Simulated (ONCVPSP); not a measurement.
**u(r) = r·R(r): atom against pseudo-atom (K (Z = 19))**

Columns: radius, all-electron u(r) and pseudo u(r) of the 3d shell (level -0.63 eV) of potassium in the configuration [Ar] 3d1; PW91, scalar-relativistic, ONCV scheme, ONCVPSP 4.0.1.

| r (bohr) | all-electron | pseudo |
| --- | --- | --- |
| 0.200 | 0.0198 | 0.0006 |
| 0.400 | 0.0695 | 0.0046 |
| 0.600 | 0.1193 | 0.0147 |
| 0.800 | 0.1589 | 0.0325 |
| 1.000 | 0.1876 | 0.0580 |
| 1.200 | 0.2066 | 0.0901 |
| 1.400 | 0.2189 | 0.1270 |
| 1.600 | 0.2269 | 0.1662 |
| 1.800 | 0.2322 | 0.2050 |
| 2.000 | 0.2360 | 0.2408 |
| 2.200 | 0.2388 | 0.2709 |
| 2.400 | 0.2412 | 0.2928 |
| 2.600 | 0.2435 | 0.3050 |
| 2.800 | 0.2459 | 0.3072 |
| 3.000 | 0.2484 | 0.3005 |
| 3.200 | 0.2511 | 0.2883 |
| 3.400 | 0.2537 | 0.2749 |
| 3.600 | 0.2563 | 0.2646 |
| 3.800 | 0.2587 | 0.2602 |
| 4.000 | 0.2608 | 0.2610 |
| 4.200 | 0.2629 | 0.2631 |
| 4.400 | 0.2652 | 0.2654 |
| 4.600 | 0.2681 | 0.2682 |
| 4.800 | 0.2715 | 0.2717 |
| 5.000 | 0.2753 | 0.2754 |
| 5.200 | 0.2791 | 0.2792 |

Problem. How many radial nodes do the two functions have?

Solution. The all-electron 3d function has n − l − 1 = 0; the pseudo-wave has 0.

Problem. At about which radius was the pseudo-wave matched?

Solution. 4.00 bohr, where the columns begin to agree (steps of 0.20 bohr).

Problem. Is the pseudo-wave norm-conserving?

Solution. Yes: the ONCV scheme keeps the norm inside the radius equal to the all-electron one, which fixes the energy derivative of the logarithmic derivative at the level.
